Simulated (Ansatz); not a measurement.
Input and output for CH₃BTe (`B1C[Te]1`).

```yaml
crystal:
  periodic: [false, false, false]
  atoms:
    - {symbol: B, position_ang: [-0.448556, -0.515196, -0.497154]}
    - {symbol: C, position_ang: [0.220386, 0.558455, 0.208110]}
    - {symbol: Te, position_ang: [0.978457, -1.425032, 0.658435]}
    - {symbol: H, position_ang: [-1.224374, -0.952291, -1.162717]}
    - {symbol: H, position_ang: [1.029583, 1.154062, -0.400380]}
    - {symbol: H, position_ang: [-0.341170, 1.079301, 1.027721]}
basis:
  gaussian: {orbitals: def2-mTZVP}
hamiltonian: {xc: {name: PBE-QIDH}, pseudopotentials: {relativity: scalar}}
output: {forces: true}
```

```sh
$ ansatz run in.yaml --threads 2 --pin off --events-out ev --progress --plain --max-ram 4352MiB
```

It prints (some lines left out):

```
Functional definition: PBE-QIDH
875 factors; integrals over basis functions are off by at most 1.0e-3 eV
mean field evaluation 1: about -9038.2474 eV, gradient 3.1e1 eV
mean field evaluation 2: about -9038.3777 eV, gradient 3.1e1 eV
mean field evaluation 4: about -9040.9270 eV, gradient 3.2e0 eV
mean field evaluation 8: about -9040.9655 eV, gradient 8.4e-2 eV
mean field evaluation 16: about -9040.9656 eV, gradient 4.1e-5 eV
mean field -9040.96564166 eV, -332.2493591445 hartree, gradient 8.8e-6 eV, S^2 0.000000; 0 other end points of the search recorded, 0 dependent functions left out
6 core orbitals not correlated: weight in the atoms' cores, before any rotation towards them, 1.000 or more for the frozen orbitals, at most 0.000 for the correlated occupied ones
reference -9040.96565273 eV, -332.2493595513 hartree; 13, 13 occupied and 64, 64 virtual orbitals, 875 factors
second order -11.78535247 eV of doubles, -0.00000000 eV of singles
Total energy: -9044.89410356 eV, -332.3937274563 hartree
Relativity: scalar
Atom 0 at    -0.448556    -0.515196    -0.497154 Å, force    -0.119146    -1.058319    -0.320211 eV/Å
Atom 1 at     0.220386     0.558455     0.208110 Å, force     1.536610     3.402250    -0.048346 eV/Å
Atom 2 at     0.978457    -1.425032     0.658435 Å, force     0.917093    -0.894986     0.879606 eV/Å
Atom 3 at    -1.224374    -0.952291    -1.162717 Å, force    -1.512552    -0.348718    -1.297506 eV/Å
Atom 4 at     1.029583     1.154062    -0.400380 Å, force    -1.887306    -0.821751     1.661899 eV/Å
Atom 5 at    -0.341170     1.079301     1.027721 Å, force     1.065301    -0.278476    -0.875442 eV/Å
Dipole moment:    -0.082364     0.216051    -0.066610 e Å
```

Hardware: 2 threads of an Arm Neoverse V1 on a shared host. Wall time 4.9 s, peak host memory 0.17 GiB.
